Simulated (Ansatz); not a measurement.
H2SeZn (SMILES [ZnH][SeH]) moved off its minimum; all values from Ansatz (a quantum-chemistry and plane-wave program), cores frozen in correlated methods.
(charge 0, multiplicity 1)
```xyz
4

Zn    -0.74336    -0.32226    -0.77451
H     -1.63501    -1.16037    -1.93322
Se     0.61425     0.49149     0.74688
H      0.77356    -0.78965     1.53790
```

Forces at HF/def2-TZVPP (eV/Å):

```tsv
atom	Fx	Fy	Fz
Zn1	-1.825	-1.721	-2.264
H2	0.569	0.747	0.833
Se3	1.464	-0.005	2.152
H4	-0.209	0.978	-0.721
```

**Question.** Give the forces (eV/Å), the total energy and the dipole at CCSD(T)/def2-TZVPPD.

**Answer.** 
```
atom      Fx      Fy      Fz
----  ------  ------  ------
Zn1   -1.639  -1.718  -2.043
H2     0.753   0.921   1.057
Se3    1.100   0.148   1.566
H4    -0.215   0.649  -0.580
```
Energy -4179.4940 hartree, dipole 0.42 D.
